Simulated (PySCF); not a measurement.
# How methods differ on the ionisation energy of Eu³³⁺

Eu³³⁺ [Ar] 3d10 4s2 (1S) → Eu³⁴⁺ [Ar] 3d10 4s1 (2S), as a difference of total energies. Computed with PySCF 2.14 in an even-tempered Gaussian basis (19 s from 3 bohr⁻², ratio 2.5; 13 p from 3.9 bohr⁻², ratio 2.5; 8 d from 6.9 bohr⁻², ratio 2.5; 4 f from 18 bohr⁻², ratio 2.7; 4 g from 28 bohr⁻², ratio 2.7), with the spin-free X2C one-electron Hamiltonian (Gaussian nucleus). Correlated levels: outer shells: [Ne] frozen; virtual orbitals above 40 to 60 times the deepest correlated orbital energy dropped. The calculations carry no spin-orbit coupling.

```
                method  ionisation energy (eV)
                   UHF                  1403.8
                   LDA                  1410.5
                   PBE                  1410.7
                  PBE0                  1409.2
                r2SCAN                  1406.3
                revPBE                  1410.0
               r2SCANh                  1406.2
    MP2 (outer shells)                  1406.7
SCS-MP2 (outer shells)                  1406.7
```

How much does correlation contribute at MP2 (outer shells)?

1406.7 − (1403.8) = 2.9 eV, measured against UHF.

Breit and QED terms and the two-electron picture change are absent.

For comparison: 1406 ± 5 eV (theoretical estimate listed by NIST; NIST Atomic Spectra Database, ionization energies).
